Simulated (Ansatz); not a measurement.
Isomers of Mg₃Zn⁺ (doublet), relaxed with PBE/def2-TZVP; total energies from Ansatz at PBE0/def2-TZVP.

```json
{"isomer": "A", "description": "point group Cs; 2 × Mg–Mg 3.02 Å; 2 × Mg–Zn 2.87 Å", "energy (Eh)": "-2378.84828"}
{"isomer": "B", "description": "point group Cs; 3 × Mg–Zn 2.94 to 3.12 Å; 2 × Mg–Mg 3.14 Å", "energy (Eh)": "-2378.84895"}
```

The isomers come from a short search, and lower ones may exist.

Task: Work out the relative energies (1 Eh = 2625.5 kJ/mol) and the Boltzmann populations at 500 K from electronic energies alone (R = 8.314 J/mol/K).

Result: ΔE: A 1.8, B 0.0 kJ/mol. RT = 4.16 kJ/mol. Factors exp(−ΔE/RT): A 0.649, B 1; sum 1.649. Populations: A 39.4 %, B 60.6 %. Zero-point energy, vibrational entropy and symmetry numbers are left out and can shift these; an error of 4 kJ/mol changes a ratio by a factor of 2.6. Over the other density-functional and correlated levels in def2 sets, the gap between B and A ranges from 0 to 3 kJ/mol.
